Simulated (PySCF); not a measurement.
**Spin–spin coupling constants**

Molfile (atoms numbered from 1):
```
C4H5FN2
     RDKit          3D

 12 12  0  0  0  0  0  0  0  0999 V2000
   -1.9229   -0.0527    0.0546 C   0  0  0  0  0  0  0  0  0  0  0  0
   -0.4396   -0.1179    0.0136 C   0  0  0  0  0  0  0  0  0  0  0  0
    0.4650    0.9678   -0.0271 C   0  0  0  0  0  0  0  0  0  0  0  0
    1.6919    0.3630   -0.0550 C   0  0  0  0  0  0  0  0  0  0  0  0
    2.9237    0.8680   -0.0976 F   0  0  0  0  0  0  0  0  0  0  0  0
    1.5088   -0.9716   -0.0321 N   0  0  0  0  0  0  0  0  0  0  0  0
    0.2054   -1.2684    0.0091 N   0  0  0  0  0  0  0  0  0  0  0  0
   -2.3255   -1.0599    0.1005 H   0  0  0  0  0  0  0  0  0  0  0  0
   -2.2533    0.5085    0.9271 H   0  0  0  0  0  0  0  0  0  0  0  0
   -2.3028    0.4471   -0.8350 H   0  0  0  0  0  0  0  0  0  0  0  0
    0.2445    2.0137   -0.0360 H   0  0  0  0  0  0  0  0  0  0  0  0
    2.2060   -1.6982   -0.0481 H   0  0  0  0  0  0  0  0  0  0  0  0
  1  2  1  0
  2  3  1  0
  3  4  2  0
  4  5  1  0
  4  6  1  0
  6  7  1  0
  7  2  2  0
  1  8  1  0
  1  9  1  0
  1 10  1  0
  3 11  1  0
  6 12  1  0
M  END
```

Couplings: B3LYP/pcJ-1 (spin–dipole term only in couplings to heteroatoms) in PySCF, geometry GFN2-xTB; gas phase, one conformer, non-relativistic. Couplings are averaged over pairs made equivalent by symmetry, fast rotation or ring inversion, so a value needn't be that of the named pair in this geometry, while other rotamers aren't included; one pair stands for each set, and the list holds a selection of those of at least 0.8 Hz over up to four bonds. One-bond C–F couplings come out tens of Hz too large with common functionals.

Isotopes: 13C, 19F, 1H, 15N.

```tsv
pair	bonds	J (Hz)
C1, C2	1	?
C1, H8	1	133.6
C2, C3	1	58.9
C2, N7	1	-1.9
C3, C4	1	?
C3, H11	1	?
C4, F5	1	?
C4, N6	1	-19.5
N6, N7	1	-13.5
N6, H12	1	?
C2, H8	2	-6.7
C3, F5	2	?
C3, N6	2	-11.0
C3, N7	2	2.0
C4, H11	2	4.0
C4, H12	2	7.2
F5, N6	2	4.0
H8, H9	2	-15.0
C1, C4	3	2.5
C1, N6	3	-3.4
C1, H11	3	?
C2, F5	3	5.9
C3, H8	3	3.9
F5, H12	3	-5.8
N6, H11	3	?
C1, F5	4	1.0
```

Q: Estimate the withheld couplings, with signs.

A: 
- 1J(C1,C2) = 57.0 Hz (bond length 1.485 Å)
- 1J(C3,C4) = 98.1 Hz (bond length 1.368 Å)
- 1J(C3,H11) = 184.8 Hz (bond length 1.069 Å, sp2 carbon)
- 1J(C4,F5) = -347.6 Hz (bond length 1.332 Å)
- 1J(N6,H12) = -115.0 Hz (bond length 1.007 Å)
- 2J(C3,F5) = 8.0 Hz (angle at C4 131°)
- 3J(C1,H11) = 0.9 Hz (dihedral angle 0°)
- 3J(N6,H11) = -5.0 Hz (dihedral angle 180°)
